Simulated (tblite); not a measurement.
Compound: C7H6NS (doublet state).
SMILES with atom numbers: `[S:1]=[CH:2][CH2:3][c:4]1[cH:5][c:6][n:7][cH:8][cH:9]1` (hydrogens: H10 on C2; H11, H12 on C3; H13 on C5; H14 on C8; H15 on C9)

Computed geometry: GFN2-xTB, gas phase. This method treats the open shell by occupation alone, without spin polarisation.

Entries marked ? are missing. Bonds in one row agree within 0.01 Å.

| coordinate | value |
| --- | --- |
| S1=C2 | 1.619 Å |
| C2–C3 | 1.487 Å |
| C3–C4 | 1.516 Å |
| C4–C5 | ? |
| C5–C6 | ? |
| C6–N7 | ? |
| N7–C8 | ? |
| C8–C9 | 1.383 Å |
| C4–C9 | 1.395 Å |
| C2–H10 | 1.085 Å |
| C3–H11, C3–H12 | 1.091 Å |
| C5–H13 | 1.078 Å |
| C8–H14 | 1.080 Å |
| C9–H15 | 1.080 Å |
| S1–C2–C3 | ? |
| C2–C3–C4 | 107.1° |
| C3–C4–C5 | 120.6° |
| C3–C4–C9 | 119.8° |
| C5–C4–C9 | ? |
| C4–C5–C6 | 114.3° |
| C5–C6–N7 | 126.7° |
| C6–N7–C8 | 120.5° |
| N7–C8–C9 | 119.1° |
| C4–C9–C8 | ? |

Fill in the missing values.

- C4–C5 = 1.394 Å, aromatic (ends: carbon bonded to 3 C; carbon bonded to 2 C and H); 0.07 Å below the sum of covalent radii, 1.46 Å.
- C5–C6 = 1.374 Å, aromatic (ends: carbon bonded to 2 C and H; carbon bonded to C and N); 0.05 Å below the sum of covalent radii, 1.42 Å.
- C6–N7 = 1.274 Å, aromatic (ends: carbon bonded to C and N; nitrogen bonded to 2 C); 0.13 Å below the sum of covalent radii, 1.40 Å.
- N7–C8 = 1.328 Å, aromatic (ends: nitrogen bonded to 2 C; carbon bonded to C, N and H); 0.11 Å below the sum of covalent radii, 1.44 Å.
- S1–C2–C3 = 123.7°, at the carbon bonded to C, S and H; the outer atoms are 2.739 Å apart.
- C5–C4–C9 = 119.6°, at the carbon bonded to 3 C, inside a 6-membered ring; the outer atoms are 2.411 Å apart.
- C4–C9–C8 = 119.7°, at the carbon bonded to 2 C and H, inside a 6-membered ring; the outer atoms are 2.402 Å apart.

Radii are Cordero's, carbon taken as 0.76, 0.73 or 0.69 Å for four, three, and two or fewer neighbours.

Its GFN2-xTB frequencies are all real (lowest 35 cm⁻¹). Torsions: S1–C2–C3–C4 94°, C2–C3–C4–C5 104°.

One conformer stands for the species.
